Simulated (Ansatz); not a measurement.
Born–Oppenheimer molecular dynamics of ClF$_{4}$HZr (7 atoms, charge 0, multiplicity 1). It starts at the highest image of a converged band, a first-order saddle point between two minima.

All numbers below come from Ansatz, RKS BHLYP-D4/def2-SVP.

```
ensemble                      : NVE (velocity Verlet)
time step                     : 0.5 fs
steps asked                   : 200
starting velocities drawn for : 300 K
seed                          : 3020
```

Frames 0.5 fs apart, positions in Å.

Velocities at 35 fs (Å/ps):

```
Zr -0.15 1.42 0.09
Cl 3.77 -1.86 0.67
F 1.12 0.42 0.34
F -1.71 0.55 -0.42
F 0.58 -0.42 -1.28
H 12.04 -26.26 6.94
F -6.92 -2.47 -0.70
```

```xyz
7
Properties=species:S:1:pos:R:3 time_fs=35 energy_less_start_eV=0.044 T=232
Zr -0.605 -0.076 -0.154
Cl 1.805 -0.967 0.989
F -0.678 -1.681 -1.147
F -1.747 -0.042 1.415
F -1.349 1.133 -1.416
H 1.860 0.364 0.592
F 0.925 1.196 -0.191
7
Properties=species:S:1:pos:R:3 time_fs=35.5 energy_less_start_eV=0.028 T=257
Zr -0.605 -0.075 -0.154
Cl 1.807 -0.968 0.989
F -0.678 -1.681 -1.147
F -1.748 -0.042 1.415
F -1.349 1.132 -1.416
H 1.866 0.350 0.596
F 0.921 1.195 -0.192
7
Properties=species:S:1:pos:R:3 time_fs=36 energy_less_start_eV=0.011 T=282
Zr -0.605 -0.074 -0.154
Cl 1.809 -0.968 0.990
F -0.677 -1.681 -1.146
F -1.749 -0.042 1.414
F -1.349 1.132 -1.417
H 1.872 0.333 0.600
F 0.918 1.194 -0.192
7
Properties=species:S:1:pos:R:3 time_fs=36.5 energy_less_start_eV=-0.003 T=305
Zr -0.605 -0.073 -0.154
Cl 1.811 -0.969 0.990
F -0.677 -1.681 -1.146
F -1.750 -0.041 1.414
F -1.349 1.131 -1.417
H 1.878 0.314 0.605
F 0.914 1.193 -0.192
7
Properties=species:S:1:pos:R:3 time_fs=37 energy_less_start_eV=-0.013 T=320
Zr -0.605 -0.073 -0.154
Cl 1.813 -0.970 0.991
F -0.676 -1.680 -1.146
F -1.750 -0.041 1.413
F -1.348 1.131 -1.418
H 1.885 0.294 0.609
F 0.911 1.192 -0.193
7
Properties=species:S:1:pos:R:3 time_fs=37.5 energy_less_start_eV=-0.016 T=324
Zr -0.606 -0.072 -0.154
Cl 1.815 -0.971 0.991
F -0.675 -1.680 -1.146
F -1.750 -0.041 1.412
F -1.348 1.131 -1.418
H 1.892 0.273 0.614
F 0.908 1.190 -0.193
7
Properties=species:S:1:pos:R:3 time_fs=38 energy_less_start_eV=-0.011 T=317
Zr -0.606 -0.071 -0.154
Cl 1.817 -0.972 0.991
F -0.675 -1.680 -1.145
F -1.751 -0.041 1.411
F -1.348 1.130 -1.419
H 1.900 0.253 0.619
F 0.904 1.190 -0.193
7
Properties=species:S:1:pos:R:3 time_fs=38.5 energy_less_start_eV=0.000 T=299
Zr -0.606 -0.070 -0.154
Cl 1.819 -0.973 0.992
F -0.674 -1.680 -1.145
F -1.751 -0.040 1.411
F -1.348 1.129 -1.419
H 1.908 0.235 0.623
F 0.901 1.188 -0.193
7
Properties=species:S:1:pos:R:3 time_fs=39 energy_less_start_eV=0.015 T=278
Zr -0.606 -0.069 -0.154
Cl 1.820 -0.974 0.992
F -0.674 -1.680 -1.145
F -1.751 -0.040 1.409
F -1.348 1.129 -1.419
H 1.917 0.220 0.626
F 0.897 1.188 -0.194
7
Properties=species:S:1:pos:R:3 time_fs=39.5 energy_less_start_eV=0.025 T=262
Zr -0.606 -0.068 -0.154
Cl 1.822 -0.976 0.993
F -0.673 -1.680 -1.145
F -1.751 -0.040 1.408
F -1.348 1.128 -1.420
H 1.928 0.208 0.628
F 0.894 1.187 -0.194
7
Properties=species:S:1:pos:R:3 time_fs=40 energy_less_start_eV=0.026 T=261
Zr -0.607 -0.067 -0.154
Cl 1.824 -0.977 0.994
F -0.672 -1.680 -1.144
F -1.751 -0.040 1.407
F -1.349 1.127 -1.420
H 1.940 0.202 0.629
F 0.890 1.186 -0.194
7
Properties=species:S:1:pos:R:3 time_fs=40.5 energy_less_start_eV=0.016 T=277
Zr -0.607 -0.066 -0.154
Cl 1.826 -0.979 0.994
F -0.672 -1.680 -1.144
F -1.751 -0.040 1.405
F -1.349 1.126 -1.420
H 1.952 0.200 0.629
F 0.886 1.185 -0.194
```

Of the whole run (100 fs, mean temperature of the second half 643 K): The conserved energy stayed within 0.14 meV per atom of its start (net change -0.013 meV per atom), so the integration is sound. The kinetic energy rose, since the run started high on the potential surface and went downhill. A run of 0.1 ps of so small a system gives no equilibrium averages. The orbitals stay closed-shell, which can raise the energy where a bond breaks towards radicals; this wasn't checked here.

Time of the run: 8.9 min on 2 threads of Intel(R) Xeon(R) 6975P-C (Granite Rapids), on a shared host, peak memory 0.29 GiB.
